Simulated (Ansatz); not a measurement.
Stepwise reaction of `[CH3][V]([CH3])(=[O])[F]` with water, as a gas-phase model of exchange steps in deposition or etching. ΔE in kJ/mol; ΔG adds harmonic PBE0-D4 terms to CCSD(T)/CBS, at 1 bar.

Gas-phase electronic energies from Ansatz, PBE0-D4/def2-TZVP geometries. CCSD(T)/CBS is the MP2 limit (def2-TZVPP, def2-QZVPP) plus CCSD(T) − MP2 in def2-TZVPP, frozen cores. This one scheme is used for every species. Functionals use def2-TZVPP. B3LYP here is the variant with VWN-RPA as its local correlation; programs differ in this. For V outer-core shells are correlated without core-valence functions, which leaves a few kJ/mol of doubt a bond. Scalar relativity is left out up to krypton. Each species was taken in one conformer, which may not be the lowest.

```
step                                                            reaction  PBE-D4  B3LYP-D4  ωB97M-V  CCSD(T)/CBS  ΔG(500 K)
   1  `[CH3][V]([CH3])(=[O])[F]` + H₂O → `[CH3][V](=[O])([OH])[F]` + CH₄  -140.0    -139.4   -132.2       -128.8     -112.7
   2    `[CH3][V](=[O])([OH])[F]` + H₂O → `[O]=[V]([OH])([OH])[F]` + CH₄  -145.7    -142.3   -132.1       -126.2     -113.3
```

By hand: ΔE of the 2 steps together at CCSD(T)/CBS.

(-128.8) + (-126.2) = -255.0 kJ/mol, or -127.5 kJ/mol a step.

In ΔE the steps differ by no more than 2.6 kJ/mol. All are downhill at CCSD(T)/CBS. ΔG lies between -113.3 and -112.7 kJ/mol a step. PBE-D4 differs from CCSD(T)/CBS by -19.5 to -11.2 kJ/mol a step. Isolated molecules leave out the surface, adducts and barriers. Largest T1 diagnostic: 0.032.
